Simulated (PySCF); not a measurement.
A series of related molecules.

All values: PBE0/pcSseg-1 (PySCF) at GFN2-xTB geometries, gas phase, one conformer each.

Question: Rank by dipole moment, highest first.
A. `[NH2:1][C:2](=[O:3])[SiH2:4][C@H:5]([SiH3:6])[CH2:7][CH2:8][OH:9]` with H–N1–C2–O3 176° and 1°, N1–C2–Si4–C5 79°, C2–Si4–C5–Si6 67°, Si4–C5–C7–C8 -60°, C5–C7–C8–O9 77°
B. `[O:1]=[CH:2][SiH2:3][C@@H:4]([SiH3:5])[CH2:6][CH2:7][OH:8]` with O1–C2–Si3–C4 89°, C2–Si3–C4–Si5 146°, Si3–C4–C6–C7 45°, C4–C6–C7–O8 -60°, C6–C7–O8–H 144°
C. `[OH:1][CH2:2][CH2:3][C@@H:4]([SiH3:5])[SiH2:6][NH:7][SiH3:8]` with H–O1–C2–C3 55°, O1–C2–C3–C4 59°, C2–C3–C4–Si5 72°, C3–C4–Si6–N7 176°, C4–Si6–N7–Si8 -178°
D. `[OH:1][CH2:2][CH2:3][C@H:4]([SiH3:5])[SiH2:6][C:7]([F:8])([F:9])[F:10]` with H–O1–C2–C3 82°, O1–C2–C3–C4 53°, C2–C3–C4–Si5 71°, C3–C4–Si6–C7 -54°
E. `[CH3:1][C:2]#[C:3][SiH2:4][C@@H:5]([SiH3:6])[CH2:7][CH2:8][OH:9]` with C3–Si4–C5–Si6 160°, Si4–C5–C7–C8 64°, C5–C7–C8–O9 -86°, C7–C8–O9–H 74°
F. `[OH:1][CH2:2][CH2:3][C@H:4]([SiH3:5])[SiH2:6][CH:7]([F:8])[F:9]` with H–O1–C2–C3 170°, O1–C2–C3–C4 -64°, C2–C3–C4–Si5 173°, C3–C4–Si6–C7 168°, C4–Si6–C7–F8 169°

Answer: A (6.17 D), F (5.35 D), D (3.22 D), E (2.30 D), B (1.81 D), C (1.00 D).

Question: Rank by the highest IAO charge on any atom, lowest value first.
A. `OCC[C@@H]([SiH3])[SiH2]N[SiH3]`
B. `OCCC([SiH3])[SiH3]`
C. `[SiH2]([C@@H](CCO)[SiH3])C[SiH3]`
D. `[SiH3][C@@H](CCO)[SiH2]C=O`
E. `OCC[C@H]([SiH3])[SiH2]C(F)(F)F`

Answer: B (+0.598 e), D (+0.690 e), E (+0.717 e), C (+0.755 e), A (+0.891 e).

Question: Rank by the highest Hirshfeld charge on any atom, highest value first.
A. `OCC[C@@H]([SiH3])[SiH2]N[SiH3]`
B. `OCC[C@H]([SiH3])[SiH2]C(F)(F)F`
C. `OCC[C@@H]([SiH3])[SiH2]C[SiH3]`

Answer: A (+0.360 e), C (+0.335 e), B (+0.307 e).

All values together:

| SMILES | change | formula | μ (D) | HOMO (eV) | LUMO (eV) | lowest IAO charge (e) | highest IAO charge (e) | lowest Hirshfeld charge (e) | highest Hirshfeld charge (e) |
| --- | --- | --- | --- | --- | --- | --- | --- | --- | --- |
| OCCC([SiH3])[SiH3] | parent | C3H12OSi2 | 2.94 | -7.86 | 0.66 | -0.641 (C) | +0.598 (Si) | -0.190 (C) | +0.305 (Si) |
| NC(=O)[SiH2][C@H]([SiH3])CCO | H on Si replaced by CONH2 | C4H13NO2Si2 | 6.17 | -6.55 | 0.09 | -0.636 (C) | +0.680 (Si) | -0.302 (O) | +0.308 (Si) |
| CC#C[SiH2][C@@H]([SiH3])CCO | H on Si replaced by propynyl | C6H14OSi2 | 2.30 | -7.38 | -0.04 | -0.640 (C) | +0.746 (Si) | -0.235 (O) | +0.343 (Si) |
| OCC[C@@H]([SiH3])[SiH2]N[SiH3] | H on Si replaced by NHSiH3 | C3H15NOSi3 | 1.00 | -7.31 | 0.22 | -0.944 (N) | +0.891 (Si) | -0.331 (N) | +0.360 (Si) |
| OCC[C@H]([SiH3])[SiH2]C(F)F | H on Si replaced by CHF2 | C4H12F2OSi2 | 5.35 | -7.48 | 0.51 | -0.649 (C) | +0.743 (Si) | -0.193 (C) | +0.302 (Si) |
| OCC[C@@H]([SiH3])[SiH2]C[SiH3] | H on Si replaced by CH2SiH3 | C4H16OSi3 | 1.06 | -7.68 | 0.33 | -0.824 (C) | +0.755 (Si) | -0.246 (C) | +0.335 (Si) |
| OCC[C@H]([SiH3])[SiH2]C(F)(F)F | H on Si replaced by CF3 | C4H11F3OSi2 | 3.22 | -8.23 | 0.23 | -0.644 (C) | +0.717 (Si) | -0.190 (C) | +0.307 (Si) |
| O=C[SiH2][C@@H]([SiH3])CCO | H on Si replaced by CHO | C4H12O2Si2 | 1.81 | -7.15 | -1.77 | -0.634 (C) | +0.690 (Si) | -0.189 (C) | +0.308 (Si) |

Conformers: `[OH:1][CH2:2][CH2:3][CH:4]([SiH3:5])[SiH3:6]` with H–O1–C2–C3 -168°, O1–C2–C3–C4 68°, C2–C3–C4–Si5 -50°; `[NH2:1][C:2](=[O:3])[SiH2:4][C@H:5]([SiH3:6])[CH2:7][CH2:8][OH:9]` with H–N1–C2–O3 176° and 1°, N1–C2–Si4–C5 79°, C2–Si4–C5–Si6 67°, Si4–C5–C7–C8 -60°, C5–C7–C8–O9 77°; `[CH3:1][C:2]#[C:3][SiH2:4][C@@H:5]([SiH3:6])[CH2:7][CH2:8][OH:9]` with C3–Si4–C5–Si6 160°, Si4–C5–C7–C8 64°, C5–C7–C8–O9 -86°, C7–C8–O9–H 74°; `[OH:1][CH2:2][CH2:3][C@@H:4]([SiH3:5])[SiH2:6][NH:7][SiH3:8]` with H–O1–C2–C3 55°, O1–C2–C3–C4 59°, C2–C3–C4–Si5 72°, C3–C4–Si6–N7 176°, C4–Si6–N7–Si8 -178°; `[OH:1][CH2:2][CH2:3][C@H:4]([SiH3:5])[SiH2:6][CH:7]([F:8])[F:9]` with H–O1–C2–C3 170°, O1–C2–C3–C4 -64°, C2–C3–C4–Si5 173°, C3–C4–Si6–C7 168°, C4–Si6–C7–F8 169°; `[OH:1][CH2:2][CH2:3][C@@H:4]([SiH3:5])[SiH2:6][CH2:7][SiH3:8]` with H–O1–C2–C3 -60°, O1–C2–C3–C4 58°, C2–C3–C4–Si5 53°, C3–C4–Si6–C7 169°, C4–Si6–C7–Si8 177°; `[OH:1][CH2:2][CH2:3][C@H:4]([SiH3:5])[SiH2:6][C:7]([F:8])([F:9])[F:10]` with H–O1–C2–C3 82°, O1–C2–C3–C4 53°, C2–C3–C4–Si5 71°, C3–C4–Si6–C7 -54°; `[O:1]=[CH:2][SiH2:3][C@@H:4]([SiH3:5])[CH2:6][CH2:7][OH:8]` with O1–C2–Si3–C4 89°, C2–Si3–C4–Si5 146°, Si3–C4–C6–C7 45°, C4–C6–C7–O8 -60°, C6–C7–O8–H 144°.

Q: Give the shifts from the parent, `OCCC([SiH3])[SiH3]`.

A: 
```
                        SMILES  change in μ (D)  change in HOMO (eV)  change in LUMO (eV)
  NC(=O)[SiH2][C@H]([SiH3])CCO            +3.23                +1.31                -0.57
   CC#C[SiH2][C@@H]([SiH3])CCO            -0.64                +0.48                -0.70
OCC[C@@H]([SiH3])[SiH2]N[SiH3]            -1.94                +0.55                -0.44
   OCC[C@H]([SiH3])[SiH2]C(F)F            +2.41                +0.38                -0.15
OCC[C@@H]([SiH3])[SiH2]C[SiH3]            -1.88                +0.18                -0.33
OCC[C@H]([SiH3])[SiH2]C(F)(F)F            +0.28                -0.37                -0.43
    O=C[SiH2][C@@H]([SiH3])CCO            -1.13                +0.71                -2.43
```
